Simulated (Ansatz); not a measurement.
`[OH][Ti]([OH])([Cl])[Cl]` + CH₄ → `[CH3][Ti]([OH])([Cl])[Cl]` + H₂O  (formal exchange of groups at a Ti–O bond)

Gas-phase electronic energies from Ansatz, PBE0-D4/def2-TZVP geometries. CBS: MP2 limit from def2 TZ/QZ plus the TZ coupled-cluster correction, frozen cores. This one scheme is used for every species. DFT in def2-TZVPP. For Ti outer-core shells are correlated without core-valence functions, which leaves a few kJ/mol of doubt a bond. Scalar relativity is left out up to krypton. Each species was taken in one conformer, which may not be the lowest.

| level | ΔE (kcal/mol) |
| --- | --- |
| r2SCANh-D4 | 38.2 |
| PBE0 | 36.9 |
| RPA@PBE/def2-TZVPP | 36.2 |
| MP2/CBS(def2) | 34.6 |

Question: What does CCSD(T)/CBS give? (An estimate is asked.)

Answer: The calculation gave: +34.5 kcal/mol. The listed levels differ from it by 3.7, 2.4, 1.7, 0.1 kcal/mol.

Largest T1 diagnostic among the species: 0.024, so the coupled-cluster value is less sure than usual.

In def2-TZVPP, CCSD(T) changes the Hartree–Fock value by −1.1 kcal/mol (the triples alone add +1.3 kcal/mol) and MP2 by −1.0 kcal/mol. From BLYP to BHLYP (50 % exact exchange), in def2-TZVPP and without D4, ΔE moves by −2.6 kcal/mol.
